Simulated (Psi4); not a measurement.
Interaction energy of C4H12O3Si ··· H2 (SMILES CO[Si](C)(OC)OC and [H][H]). Monomers: optimised at B3LYP-D3(BJ) (def2-SVP and def2-TZVP), held rigid. Orientation: lowest of the rigid-body minima from ten starts at GFN2-xTB. Only R, the distance of the centres of mass, is varied, so the lowest point isn't the relaxed dimer.

Computed with SAPT0/jun-cc-pVDZ, frozen core (Psi4).

Components in kcal/mol:

```
R / Å  electrostatics  exchange  induction  dispersion  total
-----  --------------  --------  ---------  ----------  -----
2.94            -1.09      3.95      -0.48       -1.68   0.69
3.18            -0.61      1.89      -0.25       -1.16  -0.13
3.37            -0.41      1.04      -0.15       -0.86  -0.39
3.58            -0.29      0.53      -0.10       -0.63  -0.49
3.80            -0.23      0.26      -0.06       -0.45  -0.48
4.03            -0.18      0.12      -0.04       -0.33  -0.43
4.34            -0.15      0.04      -0.03       -0.21  -0.34
4.91            -0.10      0.01      -0.01       -0.10  -0.21
5.57            -0.06      0.00      -0.01       -0.05  -0.12
6.58            -0.03      0.00       0.00       -0.02  -0.06
7.85            -0.02      0.00       0.00       -0.01  -0.02
```
